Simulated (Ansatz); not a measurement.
`[NH2][GeH2][Cl]` → H₂ + `[NH2][Ge][Cl]` at 298.15 K and 1 bar (germylene formation by 1,1-elimination).

Calculated with Ansatz (gas phase, PBE0-D4/def2-TZVP geometries, no zero-point term in ΔE). CBS: MP2 limit from def2 TZ/QZ plus the TZ coupled-cluster correction, frozen cores. This one scheme is used for every species. For Ge outer-core shells are correlated without core-valence functions, which leaves a few kJ/mol of doubt a bond. Scalar relativity is left out up to krypton. Each species was taken in one conformer, which may not be the lowest.

```
          species  CCSD(T)/CBS energy (Eh)  H − E (kJ/mol)  S (J/(mol·K))
`[NH2][GeH2][Cl]`              -2593.05183           129.8          306.8
               H₂                 -1.17544            35.1          130.4
  `[NH2][Ge][Cl]`              -2591.85675            84.5          296.7
```

H − E and S are ideal-gas, rigid-rotor, harmonic terms from PBE0-D4/def2-TZVP, for one conformer and one mirror image of each species. The MP2-based limit puts H₂ 0.8 mEh under its directly extrapolated value; such offsets cancel only in part. 1 Eh = 2625.50 kJ/mol, R = 8.31446 J/(mol·K).

**Question.** By hand: ΔE, ΔH, ΔS and ΔG.

**Answer.** ΔE = (-1.17544) + (-2591.85675) − (-2593.05183) = 0.01964 Eh = 51.6 kJ/mol. Δ(H − E) = 35.1 + 84.5 − 129.8 = -10.2, so ΔH = 41.4 kJ/mol. ΔS = 130.4 + 296.7 − 306.8 = 120.3 J/(mol·K). ΔG = 41.4 − 298.15 × (120.3)/1000 = 5.5 kJ/mol.

**Question.** By hand: the equilibrium constant, and the temperature at which ΔG would vanish if ΔH and ΔS stayed fixed.

**Answer.** log₁₀ K = −ΔG/(RT ln 10) = -1.0. ΔG = 0 at ΔH/ΔS = 344 K.

The number of gas molecules changes by +1, which sets the sign of ΔS. The sign of ΔG lies within the doubt. A doubt of 5 kJ/mol in ΔE shifts log₁₀ K by 0.9 here. Other conformers and mirror images would add mixing entropy, several J/(mol·K) or more a flexible species. These are equilibria of isolated gas molecules and say nothing of rates. Largest T1 diagnostic: 0.013 (customary marks: 0.02 for closed shells, 0.045 for open ones).
